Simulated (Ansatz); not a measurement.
System: sum formula HSiO, net charge -1, singlet state. 
Coordinates optimised at B3LYP-D3(BJ)/def2-TZVP (Ansatz, a program for electronic structure):
```
O
H 1 0.9582
Si 1 1.7528 2 105.99
```
Charge -1, spin multiplicity 1.

Basis-set convergence of Hartree-Fock and CCSD(T) correlation energies (hartree) with Ansatz. Correlated levels leave the core frozen unless marked. Spin-orbit coupling is left out. No relativistic terms.

The Hartree-Fock reference is unstable (checked in the largest basis), which strains HF and MP2. 

```tsv
basis	functions	E(HF)	E(corr, CCSD(T))	rough core time
aug-cc-pV(D+d)Z	64	-364.33684	-0.33342	under 20 s
aug-cc-pV(T+d)Z	124	-364.36589	-0.39778	40 s
aug-cc-pV(Q+d)Z	215	-364.37363	-0.41788	21 min
```

Extrapolating the two largest sets (X = 3 and 4) as X^-3: E(corr) = (64·(-0.41788) - 27·(-0.39778))/37 = -0.4325 Eh, an estimate of the basis-set limit. The largest set recovers 96.6 % of it, the smallest 77.1 %.
